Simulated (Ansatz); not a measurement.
`FC([SiH3])[SiH2][SiH3]` + silanol → disiloxane + `FC[SiH2][SiH3]`  (ligand exchange at the Si–C bond)

Gas-phase electronic energies from Ansatz, PBE0-D4/def2-TZVP geometries. CCSD(T)/CBS is the MP2 limit (def2-TZVPP, def2-QZVPP) plus CCSD(T) − MP2 in def2-TZVPP, frozen cores. Functionals use def2-TZVPP. B3LYP here is the variant with VWN-RPA as its local correlation; programs differ in this. One conformer a species, not always the lowest.

```json
{"level": "PBE0-D4", "ΔE (kJ/mol)": "-107.0", "difference from CCSD(T)/CBS": "9.3"}
{"level": "B3LYP-D4", "ΔE (kJ/mol)": "-117.1", "difference from CCSD(T)/CBS": "-0.8"}
{"level": "ωB97M-V", "ΔE (kJ/mol)": "-113.8", "difference from CCSD(T)/CBS": "2.5"}
{"level": "B2PLYP", "ΔE (kJ/mol)": "-123.5", "difference from CCSD(T)/CBS": "-7.2"}
{"level": "PBE", "ΔE (kJ/mol)": "-102.7", "difference from CCSD(T)/CBS": "13.6"}
{"level": "PBE0", "ΔE (kJ/mol)": "-110.9", "difference from CCSD(T)/CBS": "5.4"}
{"level": "HF/def2-TZVPP", "ΔE (kJ/mol)": "-148.7", "difference from CCSD(T)/CBS": "-32.4"}
{"level": "MP2/def2-TZVPP", "ΔE (kJ/mol)": "-119.7", "difference from CCSD(T)/CBS": "-3.4"}
{"level": "SCS-MP2/def2-TZVPP", "ΔE (kJ/mol)": "-125.3", "difference from CCSD(T)/CBS": "-9.0"}
{"level": "CCSD/def2-TZVPP", "ΔE (kJ/mol)": "-122.2", "difference from CCSD(T)/CBS": "-5.9"}
{"level": "CCSD(T)/def2-TZVPP", "ΔE (kJ/mol)": "-117.2", "difference from CCSD(T)/CBS": "-0.9"}
{"level": "HF/def2-QZVPP", "ΔE (kJ/mol)": "-151.0", "difference from CCSD(T)/CBS": "-34.7"}
{"level": "MP2/def2-QZVPP", "ΔE (kJ/mol)": "-120.0", "difference from CCSD(T)/CBS": "-3.7"}
{"level": "SCS-MP2/def2-QZVPP", "ΔE (kJ/mol)": "-125.7", "difference from CCSD(T)/CBS": "-9.4"}
{"level": "MP2/CBS(def2)", "ΔE (kJ/mol)": "-118.8", "difference from CCSD(T)/CBS": "-2.5"}
{"level": "CCSD/CBS(def2)", "ΔE (kJ/mol)": "-121.3", "difference from CCSD(T)/CBS": "-5.0"}
{"level": "CCSD(T)/CBS", "ΔE (kJ/mol)": "-116.3", "difference from CCSD(T)/CBS": "0"}
```

Largest T1 diagnostic among the species: 0.013.

From PBE to PBE0 (25 % exact exchange), in def2-TZVPP and without D4, ΔE moves by −8.2 kJ/mol. The D4 term adds +6.9 kJ/mol with B3LYP and +3.9 kJ/mol with PBE0; it sums over pairs of atoms, weighted by their polarisabilities, and B3LYP, whose exchange is more repulsive, gets the larger term. In def2-TZVPP, CCSD(T) changes the Hartree–Fock value by +31.5 kJ/mol (the triples alone add +5.0 kJ/mol) and MP2 by +29.0 kJ/mol.
